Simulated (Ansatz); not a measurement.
Ansatz (a quantum-chemistry and plane-wave program) input (PBE0/6-311+G**): The .json file is the Basis Set Exchange's 6-311+G**.

Ansatz 0.2 input:
```yaml
crystal:
  periodic: [false, false, false]
  atoms:
    - {symbol: Si, position_ang: [-2.08559800, -0.32704200, 0.17938700]}
    - {symbol: C, position_ang: [-0.27258600, -0.05442500, 0.01055800]}
    - {symbol: C, position_ang: [0.77062900, -1.04095600, -0.16546000]}
    - {symbol: C, position_ang: [1.94629200, -0.37535300, -0.17263600]}
    - {symbol: O, position_ang: [1.73467600, 0.96366800, -0.00743400]}
    - {symbol: C, position_ang: [0.39333600, 1.13632700, 0.10450300]}
    - {symbol: H, position_ang: [-2.83009700, 0.93049000, -0.08303400]}
    - {symbol: H, position_ang: [-2.54741800, -1.42303100, -0.70930800]}
    - {symbol: H, position_ang: [0.63922600, -2.10405900, -0.27797200]}
    - {symbol: H, position_ang: [2.97217700, -0.67869300, -0.28232400]}
    - {symbol: H, position_ang: [0.06104800, 2.15097900, 0.23889000]}
basis:
  gaussian:
    orbitals: 6-311+G__.json
hamiltonian:
  xc: {name: PBE0}
magnetization: {spin_polarized: true, initial_magnetization: 1}
output: {forces: true}
```

Output:

```
Functional definition: PBE0
integrals: 0.12 GiB planned
1383 factors; their error is unknown
mean field: 1.23 GiB planned
mean field evaluation 1: about -14131.8333 eV, gradient 4.6e1 eV
mean field evaluation 2: about -14107.8290 eV, gradient 7.7e1 eV
mean field evaluation 4: about -14142.8982 eV, gradient 6.8e0 eV
mean field evaluation 8: about -14143.1461 eV, gradient 1.5e-1 eV
mean field evaluation 16: about -14143.1281 eV, gradient 1.7e-3 eV
mean field -14143.12808562 eV, -519.7503705901 hartree, gradient 2.3e-5 eV, S^2 0.756176; 0 other end points of the search recorded, 0 dependent functions left out
the calculation of the forces begins
reference -14143.12814647 eV, -519.7503728260 hartree; 26, 25 occupied and 145, 146 virtual orbitals, 1383 factors
Total energy: -14143.12814647 eV, -519.7503728260 hartree
Atom 0 at    -2.085598    -0.327042     0.179387 Å, force     0.001541    -0.013689     0.031830 eV/Å
Atom 1 at    -0.272586    -0.054425     0.010558 Å, force     0.179404    -0.025954     0.001656 eV/Å
Atom 2 at     0.770629    -1.040956    -0.165460 Å, force    -0.083970     0.144918     0.024514 eV/Å
Atom 3 at     1.946292    -0.375353    -0.172636 Å, force    -0.239819     0.415260     0.061879 eV/Å
Atom 4 at     1.734676     0.963668    -0.007434 Å, force    -0.205631    -0.236711    -0.013372 eV/Å
Atom 5 at     0.393336     1.136327     0.104503 Å, force     0.363565    -0.275142    -0.056397 eV/Å
Atom 6 at    -2.830097     0.930490    -0.083034 Å, force    -0.062720     0.094012     0.002965 eV/Å
Atom 7 at    -2.547418    -1.423031    -0.709308 Å, force    -0.042031    -0.089303    -0.045120 eV/Å
Atom 8 at     0.639226    -2.104059    -0.277972 Å, force     0.000360    -0.105487    -0.012082 eV/Å
Atom 9 at     2.972177    -0.678693    -0.282324 Å, force     0.095809    -0.011164    -0.007860 eV/Å
Atom 10 at     0.061048     2.150979     0.238890 Å, force    -0.006507     0.103260     0.011986 eV/Å
Dipole moment:     0.090504    -0.066585    -0.012793 e Å
```

The geometry given is a B3LYP-D3(BJ)/def2-TZVP minimum.
